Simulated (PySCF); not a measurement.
# Electronic structure of Be⁺ (beryllium, charge +1) at the PBE0 level

Configuration: [He] 2s1, 2S determinant. Computed with PySCF 2.14 in cc-pVDZ (3s2p1d, 14 functions), with the non-relativistic Hamiltonian (point nucleus).

```json
{
  "Total energy": "-14.3038 hartree",
  "One-electron energy": "-17.5891 hartree",
  "Hartree (Coulomb) energy": "5.8113 hartree",
  "Exchange-correlation energy": "-2.5259 hartree",
  "Kinetic energy": "14.18173 hartree",
  "⟨S²⟩": "0.7500",
  "⟨L²⟩": "0.000",
  "Sum of ⟨r⟩": "3.133 bohr",
  "Sum of ⟨r²⟩": "6.672 bohr²",
  "Density at the nucleus (Gaussians lack the cusp)": "33.4 bohr⁻³",
  "Spin density at the nucleus": "0.648 bohr⁻³",
  "Langevin diamagnetic susceptibility": "-5.28 ×10⁻⁶ cm³/mol",
  "Time after the integrals": "0.05 s of wall time on 1 thread of Neoverse-N1 (shared host)"
}
```

```json
{"shell": "1s α", "electrons": "1", "mean orbital energy (hartree)": "-4.54984", "rms radius, mean of both spins (bohr)": "0.486"}
{"shell": "1s β", "electrons": "1", "mean orbital energy (hartree)": "-4.52973", "rms radius, mean of both spins (bohr)": "0.486"}
{"shell": "2s α", "electrons": "1", "mean orbital energy (hartree)": "-0.56908", "rms radius, mean of both spins (bohr)": "2.49"}
```
